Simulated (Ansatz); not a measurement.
`C=[CH][Al]([CH3])[CH3]` and `C#[C][Al]([CH3])[CH3]` differ in one atom or group.

Ansatz, PBE0-D4/def2-TZVP geometries, multiplicity 1. Each molecule was computed in one conformer, which needn't be the lowest.

```
                                        property  `C=[CH][Al]([CH3])[CH3]`
               HOMO energy (PBE/def2-TZVPP) / eV                     -6.31
            HOMO–LUMO gap (PBE0/def2-TZVPP) / eV                      6.59
               LUMO energy (PBE/def2-TZVPP) / eV                     -1.89
              LUMO energy (PBE0/def2-TZVPP) / eV                     -1.01
  size of the dipole moment (PBE/def2-TZVPP) / D                      0.04
size of the dipole moment (B3LYP/def2-TZVPP) / D                      0.06
```

**Question.** What does the change do to each property? (An estimate is asked.)

**Answer.** The calculation gave: 
| property | `C#[C][Al]([CH3])[CH3]` | shift |
| --- | --- | --- |
| HOMO energy (PBE/def2-TZVPP) / eV | -6.36 | -0.05 |
| HOMO–LUMO gap (PBE0/def2-TZVPP) / eV | 6.52 | -0.07 |
| LUMO energy (PBE/def2-TZVPP) / eV | -1.87 | 0.02 |
| LUMO energy (PBE0/def2-TZVPP) / eV | -1.07 | -0.06 |
| size of the dipole moment (PBE/def2-TZVPP) / D | 0.33 | 0.29 |
| size of the dipole moment (B3LYP/def2-TZVPP) / D | 0.29 | 0.23 |

Dipoles are sizes alone; their direction can turn.

B3LYP here is the variant with VWN-RPA as its local correlation; programs differ in this.
